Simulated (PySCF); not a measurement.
**Bond curve of CsLi**

Set-up: basis Cs x2c-TZVPall, Li x2c-TZVPall; spin-free X2C with a Gaussian nucleus; PySCF 2.14. Energies in eV from Cs + Li in their ground configurations at the same level. State: ¹Σ⁺ (singlet), closed shell.

All columns are PBE0. A positive dipole means Cs(−)Li(+).

```
R (Å)  E (eV)  μ (D)  Mulliken charge on Cs (basis-dependent)  HOMO (eV)  LUMO (eV)  Mayer bond order  ⟨S²⟩
3.218  -0.479  -4.65                                     0.22      -3.13      -1.08              0.97  0.00
3.368  -0.555  -4.81                                     0.21      -3.10      -1.11              0.97  0.00
3.518  -0.601  -4.98                                     0.21      -3.06      -1.13              0.97  0.00
3.630  -0.618  -5.11                                     0.20      -3.04      -1.16              0.97  0.00
3.742  -0.623  -5.25                                     0.20      -3.02      -1.19              0.97  0.00
3.854  -0.619  -5.38                                     0.20      -3.00      -1.22              0.97  0.00
4.004  -0.600  -5.57                                     0.19      -2.97      -1.26              0.97  0.00
4.191  -0.561  -5.80                                     0.19      -2.94      -1.31              0.97  0.00
4.416  -0.499  -6.06                                     0.18      -2.90      -1.37              0.97  0.00
4.715  -0.400  -6.39                                     0.17      -2.86      -1.45              0.97  0.00
```

A fit through these points gives, at Re = 3.742 Å, μ = -5.25 D and dμ/dR = -1.22 D/Å; the reduced mass is 6.664 u.

Question: How strong is the fundamental in the double-harmonic approximation, I = 42.26·(dμ/dR)²/μred km/mol?

Answer: I = 42.26·(-1.22)²/6.664 = 9.44 km/mol at PBE0.

Closed-shell solutions of metal pairs were not tested for spin polarisation, which can lower them a little. Spin–orbit coupling is left out.
